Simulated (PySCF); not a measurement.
Geometry:
```
atom   x (Å)   y (Å)   z (Å)
 Si1   0.208  -0.004   0.154
  S2   0.153   0.049   2.309
  H3   0.943  -1.035   2.465
  S4   2.239  -0.046  -0.565
  H5   2.620   1.056   0.119
  C6  -0.696   1.541  -0.387
  H7  -0.197   2.447  -0.012
  H8  -1.731   1.534  -0.008
  H9  -0.724   1.590  -1.486
 C10  -0.573  -1.557  -0.534
 H11  -1.628  -1.616  -0.228
 H12  -0.056  -2.458  -0.171
 H13  -0.527  -1.555  -1.635
```

Geometry: PBE0-D3(BJ)/def2-SVP; GIAO shifts from PySCF 2.14, gas phase, non-relativistic, averaged over equivalent atoms.

At wB97X-D/pcSseg-1 (146 basis functions, 38 s wall time on 1 thread of an AMD EPYC, shared host):
```
               atoms  δ (ppm)
                 Si1     38.5
               S2/S4   -163.9
               H3/H5     0.59
H7/H8/H9/H11/H12/H13     0.44
              C6/C10      6.0
```

Referencing at the same level of theory: $^{29}$Si (σ = 352.93 ppm), $^{1}$H (σ = 31.38 ppm), $^{13}$C (σ = 184.54 ppm) vs TMS; $^{33}$S (σ = 493.71 ppm) against CS2.

**Question.** What do these become at PBE0/pcSseg-1?

**Answer.** 
| atoms | δ at PBE0/pcSseg-1 | change |
| --- | --- | --- |
| Si1 | 37.9 | -0.6 |
| S2/S4 | -160.8 | +3.1 |
| H3/H5 | 0.64 | +0.05 |
| H7/H8/H9/H11/H12/H13 | 0.45 | +0.01 |
| C6/C10 | 6.1 | +0.1 |

Shifts are taken against calculated references (same method and geometry level): $^{29}$Si (σ = 351.99 ppm), $^{1}$H (σ = 31.27 ppm), $^{13}$C (σ = 184.41 ppm) vs TMS; $^{33}$S (σ = 495.66 ppm) against CS2.

The largest change is at S2/S4 (sulfur bonded to Si, H). Cost: 146 basis functions, 48 s wall time on 1 thread of an AMD EPYC, shared host.
